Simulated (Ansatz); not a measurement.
`O[CH](Cl)[GeH3]` + HCl → `OC(Cl)Cl` + GeH₄ at 400 K and 1 bar (substitution at a C–Ge bond).

Program: Ansatz. Geometries: PBE0-D4/def2-TZVP. ΔE: electronic, gas phase. CCSD(T)/CBS adds triple-zeta CCSD(T) − MP2 to the extrapolated MP2 energy (def2 sets, frozen cores). This one scheme is used for every species. For Ge outer-core shells are correlated without core-valence functions, which leaves a few kJ/mol of doubt a bond. Scalar relativity is left out up to krypton. Each species was taken in one conformer, which may not be the lowest.

```
          species  CCSD(T)/CBS energy (Eh)  H − E (kJ/mol)  S (J/(mol·K))
`O[CH](Cl)[GeH3]`              -2652.10163           177.0          366.4
              HCl               -460.38127            29.6          195.4
       `OC(Cl)Cl`              -1033.97530           111.4          319.6
             GeH₄              -2078.49493            93.6          231.8
```

H − E and S are ideal-gas, rigid-rotor, harmonic terms from PBE0-D4/def2-TZVP, for one conformer and one mirror image of each species. 1 Eh = 2625.50 kJ/mol, R = 8.31446 J/(mol·K).

**Question.** By hand: ΔE, ΔH, ΔS and ΔG.

**Answer.** ΔE = (-1033.97530) + (-2078.49493) − (-2652.10163) − (-460.38127) = 0.01267 Eh = 33.3 kJ/mol. Δ(H − E) = 111.4 + 93.6 − 177.0 − 29.6 = -1.6, so ΔH = 31.7 kJ/mol. ΔS = 319.6 + 231.8 − 366.4 − 195.4 = -10.4 J/(mol·K). ΔG = 31.7 − 400 × (-10.4)/1000 = 35.9 kJ/mol.

**Question.** By hand: the equilibrium constant, and the temperature at which ΔG would vanish if ΔH and ΔS stayed fixed.

**Answer.** log₁₀ K = −ΔG/(RT ln 10) = -4.7. ΔH and −TΔS have one sign here, so there is no such temperature.

The number of gas molecules stays the same, so ΔS is small and ΔH decides. A doubt of 5 kJ/mol in ΔE shifts log₁₀ K by 0.7 here. Other conformers and mirror images would add mixing entropy, several J/(mol·K) or more a flexible species. These are equilibria of isolated gas molecules and say nothing of rates. Largest T1 diagnostic: 0.012 (customary marks: 0.02 for closed shells, 0.045 for open ones).

ΔS is within the doubt of such terms, so its sign, and with it that verdict, could turn.
